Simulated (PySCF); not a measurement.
**Dipole response of K (potassium, neutral)**

[Ar] 4s1, 2S determinant. All numbers are calculated (PySCF 2.14, scalar relativity by spin-free X2C-1e, in dyall-av3z (25s18p5d2f, 118 functions)). Coupled (time-dependent) response in atomic units; α is the mean over directions.

```json
{"method": "UHF", "mean α (bohr³)": "408.0", "C₆ (like pair)": "6427", "S(−4)": "160500"}
{"method": "PBE", "mean α (bohr³)": "323.2", "C₆ (like pair)": "4547", "S(−4)": "101500"}
{"method": "PBE0", "mean α (bohr³)": "347.0", "C₆ (like pair)": "5053", "S(−4)": "116600"}
```

S(−4) is the Cauchy moment in α(ω) = α(0) + S(−4) ω² + …

Reference α: 289.7 ± 0.3 bohr³ (recommended; Schwerdtfeger and Nagle, table of static dipole polarizabilities (2023 update)). Published C₆: 3923 (Chu and Dalgarno (2004); Tang, Norbeck and Certain (1976)).

Hartree-Fock lies above the reference because it lacks correlation, which contracts the outer shell.

α(iu) at PBE:

| u (hartree) | α(iu) (bohr³) |
| --- | --- |
| 0 | 323.2 |
| 0.0500 | 182.3 |
| 0.100 | 81.55 |
| 0.200 | 28.71 |
| 0.300 | 16.01 |
| 0.500 | 8.508 |
| 0.750 | 5.410 |
| 1.00 | 3.872 |
| 1.50 | 2.277 |
| 2.00 | 1.486 |
| 3.00 | 0.7680 |
| 5.00 | 0.3148 |

A single London oscillator, α(iu) = α/(1 + u²/ω²), gives C₆ = (3/4) ω α². Matching the computed C₆ needs ω = 4 × 4547 / (3 × 323.2²) = 0.0580 hartree.
